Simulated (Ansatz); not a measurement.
## Ligand exchange: C2H5Br + CuNH2 → C2H7N + CuBr

Species: C2H5Br (bromoethane) `CCBr`, singlet; CuNH2 `[NH2][Cu]`, singlet; C2H7N (ethanamine) `CCN`, singlet; CuBr, singlet. The partners trade Br for NH2: C–Br and Cu–NH2 bonds give way to C–NH2 and Cu–Br.

Shapes, held fixed at every level: PBE0-D4/def2-TZVP. Flexible molecules stand in one conformer, not always the lowest. Programs: Ansatz 0.2.0. The zero-point and thermal change to 298 K, harmonic and unscaled (PBE0-D4/def2-TZVP), is +8.2 kJ/mol.

(1) Estimate ΔH(298 K) of this reaction.

Results:

(1) wB97X-V/def2-TZVPP gives ΔH(298 K) = -147.0 kJ/mol; the levels span -236.2 to -110.6. The median of the levels is -145.6. No measured value is set beside it here. Relativity is left out for Br, Cu.

| level | kind | ΔH(298 K) (kJ/mol) |
| --- | --- | --- |
| HF/def2-SVP | Hartree–Fock | -236.2 |
| HF/def2-TZVPP | Hartree–Fock | -212.3 |
| PBE-D4/def2-TZVPP | GGA | -110.6 |
| r2SCAN-D4/def2-TZVPP | meta-GGA | -123.0 |
| B3LYP-D4/def2-TZVPP | global hybrid | -130.4 |
| BHLYP-D4/def2-TZVPP | global hybrid | -165.5 |
| wB97M-V/def2-TZVPP | range-separated hybrid | -144.1 |
| wB97X-V/def2-TZVPP | range-separated hybrid | -147.0 |
